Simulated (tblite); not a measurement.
Q: Give a GFN2-xTB geometry of `CNc1cc(O)c([S-])o1`. (Charge -1.)

A: 
```
atom  x, y, z in Å
C1    -2.397   -0.864    0.029
N2    -1.592   -0.033   -0.858
C3    -0.267    0.176   -0.423
C4     0.230    0.920    0.609
C5     1.631    0.758    0.556
O6     2.590    1.311    1.381
C7     1.918   -0.075   -0.505
S8     3.451   -0.577   -1.031
O9     0.738   -0.446   -1.105
H10   -2.021   -1.891    0.137
H11   -2.407   -0.397    1.014
H12   -3.418   -0.900   -0.355
H13   -1.548   -0.456   -1.782
H14   -0.332    1.510    1.305
H15    3.419    0.971    1.005
```

Orientation and origin are arbitrary. Atoms count from 1 in this order. C4 (aromatic CH carbon) is planar (angles 127.5°, 126.8° and 105.7°, sum 360.0°, 0.00 Å off the plane of its three neighbours). Of the pairs four or more bonds apart, S8···H15 is among the closest relative to their van der Waals radii: 2.56 Å, 85 % of the sum of Bondi's values. C3 (aromatic carbon bearing nitrogen) is planar (angles 131.0°, 118.0° and 110.9°, sum 360.0°, 0.00 Å off the plane of its three neighbours). The 2 C–N bonds span 1.410 Å (N2–C3, drawn single) to 1.458 Å (C1–N2, drawn single), a spread of 0.048 Å.

Bonds between heavy atoms (Å): C1–N2 1.458, N2–C3 1.410, C3–C4 1.366, C4–C5 1.411, C5–O6 1.381, C5–C7 1.379, C7–S8 1.697, C7–O9 1.375, C3–O9 1.365.

The geometry is computed with GFN2-xTB (gas phase).

Point group: C1 (no symmetry element, even within 0.4 Å). Its GFN2-xTB frequencies are all real (lowest 42 cm⁻¹). Torsions: C1–N2–C3–C4 -71°, C4–C5–O6–H -179°. 2 starts were optimised and ended at 0.00 and 8.04 kcal/mol (GFN2-xTB); the lowest of these is shown.

One conformer stands for the species.
